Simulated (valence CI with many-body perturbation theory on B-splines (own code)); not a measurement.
Level structure of Au⁴⁶⁺

Computed by valence CI with perturbative core correlation (CI+MBPT): five valence electrons over a frozen Dirac-Fock core [Ar] 3d10, a basis of 11 s, 11 p, 10 d, 8 f, 5 g, 2 h functions for each j, with the one-electron correlation potential Σ1 (screened to all orders), the two-electron term Σ2, the three-electron term Σ3, Breit, model QED; selected single and double excitations, second order for the rest, scaled by the run's own slope (own B-spline code, finite nucleus).

The last digits are not significant, and no measured levels were compared; by estimate large intervals hold to a few tenths of a per cent, small ones and those within an open d or f shell to about a per cent. Among the levels kept, up to 2100 cm⁻¹ of a level comes from second order outside the variational space, and about a tenth of that is noise between levels of different J, which matters for small intervals.

Levels 1 to 45 of 181, with energies above the lowest level, (4s^2 4p1/2^2 4p3/2) J=3/2. "Leading %" is the weight of the configuration and term that name the level; weights of strongly mixed levels are sums over their largest components and can fall short, so below about 35 % the name and the second component can differ from the true leading terms, or belong to a minority configuration. In the jj column 3d3/2^4 stands for four electrons in 3d with j = 3/2. Lifetimes count E1, E2, E3, M1 and M2 decay at the calculated energies, and are blank where another channel may lead or the interval is too uncertain; long ones can be off by a factor of two.

```
No.  Configuration  Term    J  E (eV)  Leading %     Second component  Lifetime                     Leading jj
  1        4s2.4p3   2P°  3/2    0.00         47     27 % 4s2.4p3 2D°                4s^2 4p1/2^2 4p3/2 (99 %)
  2        4s2.4p3   4S°  3/2  128.67         55     44 % 4s2.4p3 2D°   47.5 ns      4s^2 4p1/2 4p3/2^2 (99 %)
  3        4s2.4p3   2D°  5/2  134.65         99                         218 ns      4s^2 4p1/2 4p3/2^2 (99 %)
  4        4s2.4p3   2P°  1/2  142.22         99                        74.2 ns      4s^2 4p1/2 4p3/2^2 (99 %)
  5     4s2.4p2.4d    2D  3/2  171.95         39   34 % 4s2.4p2.4d 4F   47.7 ps      4s^2 4p1/2^2 4d3/2 (98 %)
  6     4s2.4p2.4d    2D  5/2  207.04         30   20 % 4s2.4p2.4d 4D   4.13 ps      4s^2 4p1/2^2 4d5/2 (93 %)
  7         4s.4p4    4P  5/2  241.02         66       25 % 4s.4p4 2D   3.53 ps      4s 4p1/2^2 4p3/2^2 (91 %)
  8         4s.4p4    2S  1/2  256.59         59       28 % 4s.4p4 4P   2.27 ps      4s 4p1/2^2 4p3/2^2 (93 %)
  9         4s.4p4    2P  3/2  258.60         41       33 % 4s.4p4 2D   1.18 ps      4s 4p1/2^2 4p3/2^2 (89 %)
 10        4s2.4p3   2P°  3/2  271.98         51     28 % 4s2.4p3 2D°   22.8 ns            4s^2 4p3/2^3 (98 %)
 11     4s2.4p2.4d    2F  5/2  299.79         46   46 % 4s2.4p2.4d 4F   72.8 ps  4s^2 4p1/2 4p3/2 4d3/2 (98 %)
 12     4s2.4p2.4d    4F  3/2  300.36         38   27 % 4s2.4p2.4d 4D   9.76 ps  4s^2 4p1/2 4p3/2 4d3/2 (97 %)
 13     4s2.4p2.4d    4D  1/2  300.57         80   15 % 4s2.4p2.4d 2P   68.2 ps  4s^2 4p1/2 4p3/2 4d3/2 (98 %)
 14     4s2.4p2.4d    2G  7/2  305.87         50   26 % 4s2.4p2.4d 2F    922 ps  4s^2 4p1/2 4p3/2 4d3/2 (96 %)
 15     4s2.4p2.4d    2D  5/2  321.92         35   23 % 4s2.4p2.4d 2F    437 fs  4s^2 4p1/2 4p3/2 4d3/2 (90 %)
 16     4s2.4p2.4d    2D  3/2  323.54         34   26 % 4s2.4p2.4d 2P    337 fs  4s^2 4p1/2 4p3/2 4d3/2 (90 %)
 17     4s2.4p2.4d    2P  1/2  324.58         37   36 % 4s2.4p2.4d 4P    408 fs  4s^2 4p1/2 4p3/2 4d3/2 (94 %)
 18     4s2.4p2.4d    4D  7/2  328.37         48   36 % 4s2.4p2.4d 4F    997 ps  4s^2 4p1/2 4p3/2 4d5/2 (99 %)
 19     4s2.4p2.4d    2P  3/2  333.25         43   25 % 4s2.4p2.4d 4P   7.02 ps  4s^2 4p1/2 4p3/2 4d5/2 (90 %)
 20     4s2.4p2.4d    2G  9/2  335.10         61   38 % 4s2.4p2.4d 4F   1.75 μs  4s^2 4p1/2 4p3/2 4d5/2 (99 %)
 21     4s2.4p2.4d    2D  5/2  336.03         34   32 % 4s2.4p2.4d 2F   5.66 ps  4s^2 4p1/2 4p3/2 4d5/2 (91 %)
 22     4s2.4p2.4d    2D  5/2  349.69         37   33 % 4s2.4p2.4d 4P    977 fs  4s^2 4p1/2 4p3/2 4d5/2 (91 %)
 23     4s2.4p2.4d    2F  7/2  349.88         57   20 % 4s2.4p2.4d 2G   1.57 ps  4s^2 4p1/2 4p3/2 4d5/2 (94 %)
 24     4s2.4p2.4d    2D  3/2  352.54         60   18 % 4s2.4p2.4d 2P   2.29 ps  4s^2 4p1/2 4p3/2 4d5/2 (95 %)
 25     4s2.4p2.4d    2P  1/2  353.99         53   36 % 4s2.4p2.4d 2S   1.76 ps  4s^2 4p1/2 4p3/2 4d5/2 (93 %)
 26         4s.4p4    4P  3/2  377.21         68       16 % 4s.4p4 2D   1.24 ps        4s 4p1/2 4p3/2^3 (86 %)
 27         4s.4p4    2D  5/2  385.96         66       23 % 4s.4p4 4P   1.26 ps        4s 4p1/2 4p3/2^3 (88 %)
 28     4s2.4p2.4f   2F°  5/2  397.18         33  27 % 4s2.4p2.4f 4G°   7.58 ps      4s^2 4p1/2^2 4f5/2 (86 %)
 29         4s.4p4    2P  1/2  397.27         55       32 % 4s.4p4 4P    611 fs        4s 4p1/2 4p3/2^3 (87 %)
 30         4s.4p4    2P  3/2  398.27         46       39 % 4s.4p4 2D    645 fs        4s 4p1/2 4p3/2^3 (89 %)
 31     4s2.4p2.4f   2F°  7/2  406.27         20  12 % 4s2.4p2.4f 4F°   10.2 ps      4s^2 4p1/2^2 4f7/2 (66 %)
 32      4s.4p3.4d   4D°  5/2  409.29         28   21 % 4s.4p3.4d 6D°   18.7 ps  4s 4p1/2^2 4p3/2 4d3/2 (93 %)
 33      4s.4p3.4d   4D°  3/2  409.84         26   26 % 4s.4p3.4d 6D°   11.8 ps  4s 4p1/2^2 4p3/2 4d3/2 (96 %)
 34      4s.4p3.4d   4P°  1/2  409.98         45   32 % 4s.4p3.4d 6D°   24.0 ps  4s 4p1/2^2 4p3/2 4d3/2 (96 %)
 35      4s.4p3.4d   6D°  7/2  417.16         16   15 % 4s.4p3.4d 4F°   8.22 ps  4s 4p1/2^2 4p3/2 4d3/2 (59 %)
 36      4s.4p3.4d   2D°  3/2  423.98         28   15 % 4s.4p3.4d 4F°   2.26 ps  4s 4p1/2^2 4p3/2 4d3/2 (84 %)
 37      4s.4p3.4d   4D°  1/2  432.31         48   25 % 4s.4p3.4d 2P°   1.26 ps  4s 4p1/2^2 4p3/2 4d3/2 (94 %)
 38      4s.4p3.4d   2F°  5/2  434.35         30   22 % 4s.4p3.4d 4G°    866 fs  4s 4p1/2^2 4p3/2 4d3/2 (84 %)
 39      4s.4p3.4d   4F°  9/2  436.75         47   31 % 4s.4p3.4d 6D°   35.6 ps  4s 4p1/2^2 4p3/2 4d5/2 (97 %)
 40      4s.4p3.4d   4D°  5/2  446.60         31   20 % 4s.4p3.4d 4P°   2.65 ps  4s 4p1/2^2 4p3/2 4d5/2 (95 %)
 41     4s2.4p2.4d    2D  3/2  449.80         33   26 % 4s2.4p2.4d 4P    425 fs      4s^2 4p3/2^2 4d3/2 (91 %)
 42     4s2.4p2.4d    2D  5/2  450.67         27   23 % 4s2.4p2.4d 4D    514 fs      4s^2 4p3/2^2 4d3/2 (90 %)
 43     4s2.4p2.4d    4P  1/2  450.78         43   26 % 4s2.4p2.4d 2P    465 fs      4s^2 4p3/2^2 4d3/2 (91 %)
 44      4s.4p3.4d   2P°  3/2  452.40         31   27 % 4s.4p3.4d 2D°   3.51 ps  4s 4p1/2^2 4p3/2 4d5/2 (82 %)
 45     4s2.4p2.4d    2F  7/2  452.62         48   23 % 4s2.4p2.4d 2G    563 fs      4s^2 4p3/2^2 4d3/2 (95 %)
```

The ionisation energy to 4s2.4p2 3P_0 of the next ion comes out as 2445.2 eV (NIST: 2443 ± 4 eV (theoretical)). All 181 levels together are meant to be complete up to 667.08 eV.
